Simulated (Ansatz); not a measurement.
germanium monoxide (GeO), singlet, at a GFN2-xTB geometry. Base run: BLYP/def2-SV(P) (Ansatz, a program for electronic structure).

Here is a job for Ansatz.
Ansatz 0.2 input:
```yaml
crystal:
  periodic: [false, false, false]
  atoms:
    - {symbol: Ge, position_ang: [-0.00000000, -0.00000000, -0.31515709]}
    - {symbol: O, position_ang: [0.00000000, 0.00000000, 1.26062837]}
basis:
  gaussian:
    orbitals: def2-SV_P_.json
hamiltonian:
  xc: blyp
```
The basis file holds def2-SV(P) in the JSON format of the Basis Set Exchange.

The base run was repeated with changes; each row names its change, and settings that it needs were set with it.

| change | ΔE vs base (kcal/mol) |
|---|---|
| base | 0.000 |
| final_grid = 4, 8, 17 | -0.050 |
| fitting.mean_field = cc-pVTZ-JKFIT | -0.038 |
| final_grid = 10, 20, 41 | 0.000 |
| accuracy = high | 0.000 |
| point_charge = charge:0.5 position_ang:-1.8544, -3.1657, -0.4696 | 1.48 |
| lower_state_search = light | 0.000 |
| nuclear_model = gaussian | 5.29 |
| point_charge = charge:-1.0 position_ang:1.3187, -3.3216, 1.7281 | 1.12 |
| forces = on | 0.000 |
| lower_state_search = off | 0.000 |
